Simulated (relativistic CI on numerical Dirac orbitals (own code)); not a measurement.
## Slater and spin-orbit integrals, Re¹⁵⁺

Computed by Dirac-Coulomb-Breit CI, orbitals from a KLI potential per configuration, model QED, unscaled Slater integrals (own radial code, finite nucleus).

Slater integrals F^k, G^k are unscaled and averaged over j, outside the closed core [Kr]; ζ comes from projecting the Hamiltonian with its Breit term on Σ l·s of the shell.

- 4d¹⁰4f¹²5s²: F^2(4f,4f) = 192230, F^4(4f,4f) = 122960, F^6(4f,4f) = 89169, ζ(4f) = 5861.1 cm⁻¹; <r>(4f) = 0.5225, <r^2>(4f) = 0.3241 (bohr units).
- 4d¹⁰4f¹³5s: ζ(4f) = 5678.5, G^3(4f,5s) = 36183 cm⁻¹; <r>(4f) = 0.5295, <r^2>(4f) = 0.3335, <r>(5s) = 0.9228, <r^2>(5s) = 0.9476 (bohr units).
- 4d¹⁰4f¹²5s5p: F^2(4f,4f) = 192540, F^4(4f,4f) = 123180, F^6(4f,4f) = 89334, ζ(4f) = 5902, G^3(4f,5s) = 35478, F^2(4f,5p) = 81207, G^2(4f,5p) = 30238, G^4(4f,5p) = 26489, G^1(5s,5p) = 139030, ζ(5p) = 91310 cm⁻¹; <r>(4f) = 0.5218, <r^2>(4f) = 0.3232, <r>(5s) = 0.9182, <r^2>(5s) = 0.9383, <r>(5p) = 0.9973, <r^2>(5p) = 1.11 (bohr units).

Averages of the first 10 configurations, taken without configuration mixing, which lowers the lowest level and can move excited configurations by several eV; other configurations of the list can lie among them:

```json
{"Configuration": "4d¹⁰4f¹²5s²", "Parity": "even", "States": "91", "Average energy above the lowest level (eV)": "5.5"}
{"Configuration": "4d¹⁰4f¹⁴", "Parity": "even", "States": "1", "Average energy above the lowest level (eV)": "26.5"}
{"Configuration": "4d¹⁰4f¹³5s", "Parity": "odd", "States": "28", "Average energy above the lowest level (eV)": "12.8"}
{"Configuration": "4d¹⁰4f¹²5s5p", "Parity": "odd", "States": "1092", "Average energy above the lowest level (eV)": "50.1"}
{"Configuration": "4d¹⁰4f¹¹5s²5p", "Parity": "even", "States": "2184", "Average energy above the lowest level (eV)": "47.2"}
{"Configuration": "4d¹⁰4f¹¹5s5p²", "Parity": "odd", "States": "10920", "Average energy above the lowest level (eV)": "94.4"}
{"Configuration": "4d¹⁰4f¹²5s5d", "Parity": "even", "States": "1820", "Average energy above the lowest level (eV)": "115.5"}
{"Configuration": "4d¹⁰4f¹³5d", "Parity": "odd", "States": "140", "Average energy above the lowest level (eV)": "122.7"}
{"Configuration": "4d¹⁰4f¹³6s", "Parity": "odd", "States": "28", "Average energy above the lowest level (eV)": "172.2"}
{"Configuration": "4d⁹4f¹³5s²", "Parity": "odd", "States": "140", "Average energy above the lowest level (eV)": "236.0"}
```
